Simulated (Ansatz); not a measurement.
Cs₉⁻, relaxed as a singlet with RKS B3LYP/def2-SVPD in Ansatz, starting from the GFN1-xTB geometry. Force threshold 0.02 eV/Å.

In the def2 sets Cs takes a core potential; there is no spin–orbit coupling. The restricted singlet is unstable towards broken spin symmetry in Hartree–Fock (as tested in another run); at B3LYP/def2-SVPD this wasn't settled. Another isomer (singlet) lies 0.07 eV lower at PBE0/def2-TZVPD; other spin states weren't run for this one.

Start:

Cartesian coordinates in Å:
```
Cs -1.2217 4.1257 2.5379
Cs -2.8781 -0.7832 -7.0461
Cs -0.1466 -0.9066 2.6181
Cs 0.2525 -1.9977 -2.5915
Cs 2.2501 1.8417 0.6908
Cs 4.7366 -2.0579 0.8021
Cs -2.0085 1.3449 -2.2354
Cs 3.1122 1.5544 6.3092
Cs -4.0964 -3.1214 -1.0851
```

| step | energy (eV) | largest force component (eV/Å) | SCF passes |
| --- | --- | --- | --- |
| 1 | -4937.3829 | 0.455 | 22 |
| 2 | -4937.4689 | 0.407 | 33 |
| 3 | -4937.7491 | 0.236 | 32 |
| 4 | -4937.9077 | 0.129 | 31 |
| 5 | -4937.9958 | 0.060 | 30 |
| 6 | -4938.0395 | 0.031 | 31 |
| 7 | -4938.0593 | 0.022 | 31 |
| 8 | -4938.0703 | 0.018 | 31 |
| 9 | -4938.0803 | 0.015 | 33 |
| 10 | -4938.0896 | 0.012 | 33 |
| 11 | -4938.0975 | 0.008 | 33 |

Force components are those of the run's own axes.

End:

```csv
atom,x (Å),y (Å),z (Å)
Cs1,-1.004,3.831,2.711
Cs2,-2.339,-0.743,-6.890
Cs3,-0.558,-1.654,2.984
Cs4,0.770,-2.190,-2.835
Cs5,2.704,2.553,-0.712
Cs6,4.477,-1.979,1.022
Cs7,-2.415,1.979,-2.077
Cs8,2.491,1.196,5.995
Cs9,-4.127,-2.993,-0.199
```

Bonds lost: Cs3–Cs5, Cs3–Cs7, Cs5–Cs8 (atoms count from 1). Bonds formed: Cs1–Cs8 (atoms count from 1). Metal–metal contacts that move far: Cs3–Cs9 5.85 to 4.97 Å, Cs4–Cs9 4.74 to 5.62 Å, Cs3–Cs4 5.34 to 5.99 Å.

The force fell under the threshold at step 8, but the optimiser went on and released 0.027 eV more. No frequencies were taken in this run, so the end may be a saddle point.

Run time 2.5 min (4 threads of Arm Neoverse V2 on a shared host), peak host memory 1.1 GiB.
